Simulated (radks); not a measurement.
Values are calculated unless marked as measured or tabulated.
Isoelectronic series with 38 electrons, each ion in its NIST ground configuration. Code: a radial shooting solver on a logarithmic mesh with Libxc functionals. Model: scalar-relativistic Kohn-Sham, r2SCAN, spin-polarised, spherical densities, finite nucleus; open shells are filled with parallel spins first (spin-orbit coupling, left out, can overturn this in heavy ions); meta-GGA in the generalised Kohn-Sham scheme; Fermi nuclear charge, rms radius of each element as measured or else 0.836 A^(1/3) + 0.57 fm. Total energies (hartree) and mean radii <r> (bohr) (* marks an orbital that is empty in some or all of the ions):

| ion | configuration | E (hartree) | 5s* | 4p | 4s |
|---|---|---|---|---|---|
| Sr | [Kr] 5s2 | -3179.98270 | 4.405 | 1.565 | 1.360 |
| Nb3+ | [Kr] 4d2 | -3818.51832 | 2.790 | 1.278 | 1.154 |
| Ru6+ | [Kr] 4d2 | -4522.71383 | 2.121 | 1.066 | 0.9896 |
| Ag9+ | [Kr] 4d2 | -5292.92181 | 1.744 | 0.9194 | 0.8671 |
| Sn12+ | [Kr] 4d2 | -6129.99327 | 1.491 | 0.8104 | 0.7722 |
| I15+ | [Kr] 4d2 | -7034.96132 | 1.307 | 0.7257 | 0.6963 |
| Ba18+ | [Kr] 4d2 | -8009.0068 | 1.166 | 0.6575 | 0.6338 |
| Pr21+ | [Kr] 4d2 | -9053.4602 | 1.053 | 0.6012 | 0.5815 |
| Sm24+ | [Kr] 4d2 | -10169.7634 | 0.9597 | 0.5539 | 0.5369 |
| Tb27+ | [Kr] 4d2 | -11359.6324 | 0.8819 | 0.5135 | 0.4984 |
| Er30+ | [Kr] 4d2 | -12624.7575 | 0.8155 | 0.4785 | 0.4646 |
| Lu33+ | [Kr] 4d2 | -13967.2266 | 0.7581 | 0.4479 | 0.4349 |
| W36+ | [Kr] 4d2 | -15389.3290 | 0.7078 | 0.4208 | 0.4083 |
| Ir39+ | [Kr] 4d2 | -16893.4438 | 0.6634 | 0.3968 | 0.3845 |
| Hg42+ | [Kr] 4d2 | -18482.3090 | 0.6238 | 0.3752 | 0.3630 |
